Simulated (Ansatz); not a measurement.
`C[N](C)[Hf]([F])([SH])[Cl]` + `F[SiH3]` → `[F][Hf]([F])([SH])[Cl]` + `CN(C)[SiH3]`  (redistribution)

Gas-phase electronic energies from Ansatz, PBE0-D4/def2-TZVP geometries. CCSD(T)/CBS adds triple-zeta CCSD(T) − MP2 to the extrapolated MP2 energy (def2 sets, frozen cores). This one scheme is used for every species. Functionals use def2-TZVPP. B3LYP here is the variant with VWN-RPA as its local correlation; programs differ in this. def2 core potentials past Kr. For Hf outer-core shells are correlated without core-valence functions, which leaves a few kJ/mol of doubt a bond. One conformer a species, not always the lowest.

```
             level  ΔE (eV)
          B3LYP-D4    -0.15
        r2SCAN0-D4    -0.13
           r2SCAN0    -0.15
             BHLYP    -0.16
           LC-ωPBE    -0.28
  CCSD(T)/def2-SVP    -0.16
    MP2/def2-TZVPP     0.05
SCS-MP2/def2-QZVPP    -0.01
```

**Question.** What does CCSD(T)/CBS give? (An estimate is asked.)

**Answer.** Ansatz gave: -0.04 eV. The listed levels differ from it by -0.11, -0.09, -0.11, -0.12, -0.24, -0.12, 0.09, 0.03 eV.

Largest T1 diagnostic among the species: 0.016.

At CCSD(T), def2-SVP lies −0.12 eV from the extrapolated value and def2-TZVPP +0.03 eV. In def2-TZVPP, CCSD(T) changes the Hartree–Fock value by +0.15 eV (the triples alone add +0.02 eV) and MP2 by +0.21 eV.
